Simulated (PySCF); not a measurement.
One of the candidates below gave these computed data.

All candidates are C5H5ClNP.

| technique | computed result |
| --- | --- |
| UV, strongest line | among the 8 lowest singlet transitions: S8 at 6.04 eV (205 nm, f = 0.170) [TDDFT PBE0/def2-SVPD] |
| 13C NMR | chemical shifts (computed TMS as zero) by class: 188.1 (1 C), 175.3 (1 C), 163.9 (1 C), 139.6 (1 C), 27.7 (1 C) ppm [GIAO PBE0/pcSseg-1] |
| NMR, other nuclei | isotropic shieldings of nuclei other than C and H, by class: -103 (1 N), 110 (1 P), 629 (1 Cl) ppm [GIAO PBE0/pcSseg-1] |
| Rotational structure | rotational constants A, B, C: 2.798, 1.119, 0.803 GHz [GFN2-xTB] |
| 1H NMR | chemical shifts (computed TMS as zero) by class: 10.29 (1 H), 9.47 (1 H), 2.61 (3 H) ppm [GIAO PBE0/pcSseg-1] |
| Triplet | lowest triplet excitation (Tamm–Dancoff): 3.07 eV [TDA PBE0/def2-SVPD] |

Gas-phase values; electronic properties from PySCF, density fitting. Levels stand in brackets. Isolated species at its GFN2-xTB geometry, gas phase. NMR classes are plain means over equivalent atoms (diastereotopic ones count apart unless rotation or inversion swaps them), as if these changed places fast.

Task: Which candidate is it?
A. `Cc1cpcnc1Cl`
B. `Cc1nc(Cl)ccp1`
C. `Cc1cpc(Cl)cn1`
D. `Cc1cnc(Cl)cp1`

Result: A. It is `Cc1cpcnc1Cl`. Numbering: `[CH3:1][c:2]1[cH:3][p:4][cH:5][n:6][c:7]1[Cl:8]`. 5 carbons fall into 5 classes; from least to most shielded: aromatic CH next to a ring nitrogen [C5] (188.1 ppm), aromatic CH carbon [C3] (175.3 ppm), aromatic C–Cl carbon [C7] (163.9 ppm), substituted aromatic carbon [C2] (139.6 ppm), benzylic-type carbon [C1] (27.7 ppm). Hydrogen classes from least to most shielded: 1 H on an aromatic CH next to a ring nitrogen, C5 (10.29 ppm), 1 H on an aromatic CH carbon, C3 (9.47 ppm), 3 H on a benzylic-type carbon, C1 (2.61 ppm, a mean of values up to 0.6 ppm apart in this geometry). The other shieldings belong to: -103 ppm, pyridine-type nitrogen [N6]; 110 ppm, phosphorus bonded to 2 C [P4]; 629 ppm, aryl chlorine [Cl8]. The optimised geometry has point group Cs and is an asymmetric top.

The others, at the same levels:
- `Cc1cpc(Cl)cn1` fails: its computed 13C shifts are 173.5 (1 C), 163.0 (1 C), 157.4 (1 C), 156.9 (1 C), 29.7 (1 C) ppm, 1H shifts are 9.19 (1 H), 8.74 (1 H), 2.85 (3 H) ppm and rotational constant A is 3.480 GHz (against 2.798 GHz).
- `Cc1cnc(Cl)cp1` fails: its computed 13C shifts are 168.6 (1 C), 162.5 (1 C), 159.1 (1 C), 156.6 (1 C), 23.9 (1 C) ppm, 1H shifts are 9.11 (1 H), 8.82 (1 H), 2.83 (3 H) ppm and rotational constant A is 3.650 GHz (against 2.798 GHz).
- `Cc1nc(Cl)ccp1` fails: its computed 13C shifts are 206.5 (1 C), 178.1 (1 C), 162.8 (1 C), 128.2 (1 C), 33.3 (1 C) ppm, 1H shifts are 9.49 (1 H), 7.62 (1 H), 3.07 (3 H) ppm and smallest rotational constant is 0.761 GHz (against 0.803 GHz).
